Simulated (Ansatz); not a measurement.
# Which isomer of H10Si3Sn gives these data?

These gas-phase data were calculated for one isomer of H10Si3Sn at PBE0-D3(BJ)/def2-SVP (harmonic, unscaled wavenumbers; equilibrium rotational constants with average atomic masses):

| Property | Result |
| --- | --- |
| rotational constants | 1.474, 1.473, 0.8704 GHz |
| all wavenumbers above 1500 cm⁻¹ | 2236, 2235, 2235, 2233, 2233, 2233, 2222, 2218, 2218, 1906 |

Candidates:

(1) `[SiH3][SnH]([SiH3])[SiH3]`, a singlet
(2) `[SiH3][SiH]([SiH3])[SnH3]`, a singlet

Question: Which candidate do the data belong to?

Answer: Candidate (1). 9 modes lie between 2000 and 2380 cm⁻¹, one for each Si–H bond, while (2) has 7.

The same quantities for all candidates:

|  | rotational constants (GHz) | wavenumbers above 1500 cm⁻¹ | E above the lowest, PBE0-D3(BJ)/def2-SVP (kcal/mol) |
| --- | --- | --- | --- |
| (1) | 1.474, 1.473, 0.8704 | 2236, 2235, 2235, 2233, 2233, 2233, 2222, 2218, 2218, 1906 | 0.0 |
| (2) | 1.855, 0.8408, 0.6195 | 2234, 2233, 2232, 2230, 2222, 2218, 2202, 1932, 1931, 1924 | 8.7 |

Harmonic stretches to hydrogen usually lie a few per cent above observed fundamentals. Atoms past krypton carry core potentials. Programs: Ansatz 0.2.0.
